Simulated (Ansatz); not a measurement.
Geometry optimisation, RKS LDA/def2-SVP (Ansatz).

The input (input.yaml):

```yaml
crystal:
  periodic: [false, false, false]
  atoms:
    - { symbol: C, position_ang: [-0.2505, -1.0785, 0.9758] }
    - { symbol: C, position_ang: [0.1996, 0.286, 0.3939] }
    - { symbol: F, position_ang: [0.51916, 0.10643, -0.91185] }
    - { symbol: C, position_ang: [-0.92501, 1.30632, 0.43695] }
    - { symbol: C, position_ang: [-0.09628, 2.14842, 1.12719] }
    - { symbol: Zn, position_ang: [1.66249, 1.04663, 1.1649] }
    - { symbol: H, position_ang: [0.5171, -1.8102, 0.8953] }
    - { symbol: H, position_ang: [-1.162, -1.3522, 0.4024] }
    - { symbol: H, position_ang: [-0.568, -0.8785, 2.0731] }
    - { symbol: H, position_ang: [-1.92851, 1.30885, 0.19099] }
    - { symbol: H, position_ang: [-0.15685, 3.12531, 1.5309] }
basis:
  gaussian: { orbitals: def2-SVP }
hamiltonian:
  xc: lda
relax:
  f_tol: 0.015
  max_steps: 40
output:
  orbitals: {}
```

Run as:

```bash
$ ansatz run input.yaml --threads 2 --pin off --max-ram 3072MiB --backend cpu --events-out ev --progress --plain --runs-dir out
```

Where does it end, and by what steps?

The run converged. After 8 steps the energy has fallen by 3.588 eV; H11 moved furthest, 0.47 Å. Joined: C4–Zn6.

```
step  energy less start (eV)  largest force component (eV/Å)  accepted
   0                  0.0000                           7.671       yes
   1                 -2.5213                           3.855       yes
   2                 -3.4876                           0.640       yes
   3                 -3.5642                           0.402       yes
   4                 -3.3588                           1.807        no
   5                 -3.5864                           0.112       yes
   6                 -3.5876                           0.034       yes
   7                 -3.5876                           0.070        no
   8                 -3.5879                           0.007       yes
```

```xyz
11
Properties=species:S:1:pos:R:3
C -0.306 -1.139 0.938
C 0.235 0.101 0.307
F 0.364 -0.105 -1.037
C -0.544 1.369 0.581
C -0.008 2.419 1.235
Zn 1.595 1.284 1.282
H 0.378 -1.996 0.765
H -1.295 -1.407 0.494
H -0.436 -1.008 2.032
H -1.593 1.361 0.198
H -0.578 3.330 1.486
```

Whether the end is a true minimum wasn't checked by a vibrational analysis.

Time of the run: 8.2 s on 2 threads of AMD EPYC 9B45 (Zen 5) (shared host), peak memory 0.19 GiB.
